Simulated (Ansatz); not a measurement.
`[CH3][SnH2][SiH2]Cl`, relaxed with RKS PBE0-D4/def2-TZVP in Ansatz 0.2.0 from a PBE-D4/def2-SVP geometry. The force threshold is 0.005 eV/Å; the program also tests the step.

The species carries charge 0 and has multiplicity 1. Sn takes the def2 core potential.

Start:

```xyz
11

C    -0.776    1.554    0.770
Sn    0.322   -0.311    0.960
Si    0.649   -1.219   -1.439
Cl   -1.229   -1.037   -2.370
H    -1.229    1.834    1.740
H    -0.094    2.358    0.436
H    -1.572    1.412    0.015
H    -0.606   -1.454    1.871
H     1.835   -0.061    1.770
H     1.635   -0.411   -2.243
H     1.064   -2.665   -1.510
```

```csv
step,energy (eV),largest force (eV/Å),largest move (Å)
1,-27376.5597,0.503,0.000
2,-27376.5972,0.282,0.070
3,-27376.6071,0.076,0.037
4,-27376.6086,0.029,0.037
5,-27376.6096,0.018,0.036
6,-27376.6102,0.049,0.069
7,-27376.6104,0.019,0.008
8,-27376.6105,0.002,0.006
9,-27376.6105,0.002,0.011
10,-27376.6105,0.004,0.011
11,-27376.6105,0.005,0.007
12,-27376.6105,0.003,0.002
```

End:

```xyz
11

C    -0.780    1.555    0.798
Sn    0.273   -0.305    0.925
Si    0.657   -1.216   -1.444
Cl   -1.131   -1.085   -2.480
H    -1.032    1.907    1.798
H    -0.158    2.301    0.303
H    -1.696    1.415    0.224
H    -0.645   -1.433    1.824
H     1.774   -0.081    1.719
H     1.657   -0.418   -2.200
H     1.079   -2.640   -1.467
```

Run time 46 s (4 threads of an Arm Neoverse V1 on a shared host); peak host memory 0.6 GiB.
